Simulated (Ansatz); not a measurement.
# Relative stability

Two isomers of SiH₂BrO (charge +1), closed shell, relaxed at PBE0-D4/def2-TZVP (vibrations not checked).

A:

```xyz
5
angstrom
O -0.0719 -1.1478 0.3170
Si 0.2959 0.3483 0.0294
Br -0.9690 1.7037 -0.9637
H -0.8751 -1.6365 0.0979
H 1.6201 0.7322 0.5194
```

B:

O1  (-1.134, -0.085, -0.222)
Si2  (0.570, 0.724, 0.103)
Br3  (1.498, -1.139, 0.732)
H4  (-1.341, -1.027, -0.096)
H5  (-1.909, 0.408, -0.538)
(Å)

Program: Ansatz 0.2.0. Basis: def2-TZVPP. Cores are frozen in the correlated methods. Filled d shells of the heavier atoms are correlated. The def2 sets are not built for correlating such inner shells, so the correlated values are less sure here. B3LYP uses VWN-RPA correlation.

Problem. Which structure is lower at CCSD(T), and by how much? (To be estimated.)

Solution. The calculation gives: A, by 13.88 kcal/mol (electronic energy, against the other). By their contacts, A is SiH₂BrO ([OH][SiH][Br]), total charge +1 and B is SiH₂BrO ([OH2][Si][Br]), total charge +1.

All methods give the same order:

```csv
method,E(B) − E(A) (kcal/mol)
PBE-D4,11.26
r2SCAN-D4,17.05
PBE0-D4,13.17
B3LYP-D4,12.47
wB97M-V,10.49
HF,17.66
MP2,16.85
CCSD,14.14
CCSD(T),13.88
```

No T1 diagnostic of these runs exceeds 0.012.

Labels in which every atom is bracketed show which atoms are joined, not bond orders.
